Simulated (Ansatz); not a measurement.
`CC[SiH](O)[SiH3]` + CH₃OH → `CO[SiH](O)[SiH3]` + `CC`  (ligand exchange at the Si–C bond)

Calculated with Ansatz (gas phase, PBE0-D4/def2-TZVP geometries, no zero-point term in ΔE). CCSD(T)/CBS is the MP2 limit (def2-TZVPP, def2-QZVPP) plus CCSD(T) − MP2 in def2-TZVPP, frozen cores. This one scheme is used for every species. Functionals use def2-TZVPP. B3LYP here is the variant with VWN-RPA as its local correlation; programs differ in this. One conformer a species, not always the lowest.

`CC[SiH](O)[SiH3]`:

```xyz
15

C     1.933   -1.074   -0.625
C     1.130    0.134   -0.149
Si   -0.721   -0.160   -0.138
O    -1.137   -1.444    0.825
Si   -1.881    1.695    0.699
H     3.006   -0.866   -0.640
H     1.643   -1.373   -1.636
H     1.781   -1.935    0.032
H     1.443    0.428    0.858
H     1.322    1.000   -0.793
H    -1.143   -0.439   -1.547
H    -0.986   -2.324    0.477
H    -1.555    2.895   -0.123
H    -3.353    1.484    0.655
H    -1.483    1.978    2.105
```

CH₃OH:

Cartesian coordinates in Å:
```
C 0.267 0.009 -0.236
O -1.049 0.174 0.242
H 0.269 0.321 -1.281
H 0.599 -1.036 -0.193
H 0.990 0.629 0.307
H -1.075 -0.098 1.161
```

`CO[SiH](O)[SiH3]`:

Cartesian coordinates in Å:
```
C 2.122 0.808 0.508
O 0.933 0.050 0.562
Si -0.254 0.138 -0.567
O -1.001 1.607 -0.607
Si -1.731 -1.591 -0.001
H 2.828 0.391 1.229
H 2.577 0.770 -0.489
H 1.934 1.855 0.765
H 0.341 0.025 -1.925
H -1.547 1.847 0.143
H -2.383 -1.292 1.305
H -1.020 -2.892 0.108
H -2.799 -1.716 -1.031
```

`CC`:

```xyz
8

C     0.076   -0.732   -0.187
C    -0.076    0.732    0.187
H     0.614   -1.287    0.586
H    -0.895   -1.213   -0.321
H     0.631   -0.849   -1.121
H    -0.614    1.287   -0.586
H     0.895    1.213    0.321
H    -0.632    0.849    1.121
```

```csv
level,ΔE (kJ/mol)
PBE0-D4,-108.8
ωB97X-V,-116.4
PBE,-109.3
B3LYP,-123.0
HF/def2-TZVPP,-132.7
MP2/def2-TZVPP,-117.6
MP2/def2-QZVPP,-117.3
MP2/CBS(def2),-116.5
```

What does CCSD(T)/CBS give? (Estimate.)

Computed: -115.4 kJ/mol. The listed levels differ from it by 6.6, -1.0, 6.1, -7.6, -17.3, -2.2, -1.9, -1.1 kJ/mol.

Largest T1 diagnostic among the species: 0.012.

The D4 term adds +3.4 kJ/mol with B3LYP and +2.0 kJ/mol with PBE0; it sums over pairs of atoms, weighted by their polarisabilities, and B3LYP, whose exchange is more repulsive, gets the larger term. In def2-TZVPP, CCSD(T) changes the Hartree–Fock value by +16.2 kJ/mol (the triples alone add +1.6 kJ/mol) and MP2 by +15.1 kJ/mol.
